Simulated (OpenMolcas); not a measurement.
Os2+: moving or changing the point charges

Os2+ among 5 point charges of -1.5 e arranged as a trigonal bipyramid (D3h), 2.17 Å from the ion, with the axial distance 2.517 Å.
```
   2.1700    0.0000    0.0000  -1.50
  -1.0850    1.8793    0.0000  -1.50
  -1.0850   -1.8793    0.0000  -1.50
   0.0000    0.0000    2.5172  -1.50
   0.0000    0.0000   -2.5172  -1.50
```

```
Program             : OpenMolcas
Method              : CASSCF
Basis               : ANO-RCC-VDZP [7s6p4d2f1g]
Scalar Hamiltonian  : DKH2, point nucleus
Active space        : 6 electrons in 5 orbitals (5d)
State averaging     : 2S+1 = 5 even, 5 roots; 2S+1 = 3 even, 45 roots; 2S+1 = 1 even, 50 roots
Spin-orbit coupling : state interaction with AMFI integrals over the reference wave functions
```

Runs around this geometry, states (labels of D3, the rotations of D3h). Energies in cm-1 above the lowest state or level, χT in cm3 K/mol.

```tsv
R (Å)	q (e)	Axial / equatorial distance	Ground state	First state of that spin	First gap with spin-orbit (degeneracies)	χT at 300 K	First state of another spin
2.17	-1.2	1.16	5E	5E 2344	1.9 (1, 1)	4.797	3A2 12736
2.02	-1.5	1.16	5E	5E 2975	4.2 (1, 1)	4.501	3A2 9802
2.17	-1.5	1.16	5E	5E 2586	2.8 (1, 1)	4.691	3A2 11727
2.41	-1.5	1.16	5E	5E 1975	1.4 (2, 1)	4.926	3A2 13626
2.17	-1.5	1.25	5E	5E 3483	181.8 (2, 1)	4.717	3A2 12951
```

Taking the first state of the same spin as R^-n, n = -ln(1975 / 2975) / ln(2.41 / 2.02) = 2.3 between the shortest and longest distance.

Scaling the charges by -1.2 / -1.5 = 0.80 scales the first state of the same spin by 2344 / 2586 = 0.91; with fixed orbitals a first-order splitting would follow the charge.

An orbital doublet at a regular site is open to a Jahn-Teller distortion, which this geometry leaves out. Without dynamic correlation the repulsion within the d shell is too large (B by tens of per cent), so at a given field states of lower spin stand too high. Point charges give a weaker field than real ligands, and real ions of this kind are as a rule low spin; the high spin found here belongs to the model. Spin-orbit coupling mixes the spin-free states strongly: the lowest level takes only 65 % from its leading state, 5E (figures for R = 2.17, q = -1.2, ratio = 1.16; the like holds for R = 2.17, q = -1.5, ratio = 1.16, R = 2.41, q = -1.5, ratio = 1.16). The ground term spreads over less than 5000 cm-1, several times less than with real ligands, so orbital moments are less quenched and χT lies further from the spin-only value than at real sites (holds for R = 2.17, q = -1.2, ratio = 1.16; R = 2.41, q = -1.5, ratio = 1.16; R = 2.17, q = -1.5, ratio = 1.25). Point charges carry no covalency, so the field is a model and not that of real ligands. No measured value stands beside these numbers.
